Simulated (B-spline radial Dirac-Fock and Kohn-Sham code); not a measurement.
**Kohn-Sham estimates against Dirac-Fock for the levels of Cr**

System: the free chromium atom in the configuration [Ar] 3d4 4s2 (an excited configuration).

The density-functional columns are spherical, spin-unpolarised Dirac-Kohn-Sham results without Breit or QED terms: −ε is minus the orbital energy of the initial state and ΔSCF the difference of two total energies. The reference in the last column comes from Dirac-Fock energy differences between relaxed states, corrected for Breit and QED terms. All numbers are from a radial B-spline solver, in eV; a selection of levels is shown.

```tsv
level	LDA −ε	LDA ΔSCF	Dirac-Fock
K (1s)	5869.4	6010.4	6001.4
L1 (2s)	669.8	691.8	711.3
L2 (2p1/2)	570.3	596.7	596.8
L3 (2p3/2)	561.7	587.7	588.4
M1 (3s)	77.51	84.95	92.01
M2 (3p1/2)	49.87	57.07	57.72
M3 (3p3/2)	48.82	55.99	56.71
M4,5 (3d)	6.23	12.37	10.18
N1 (4s)	5.07	8.30	6.38
```

Values without a named source are computed, but for edge energies of neutral atoms, which are taken from tables.
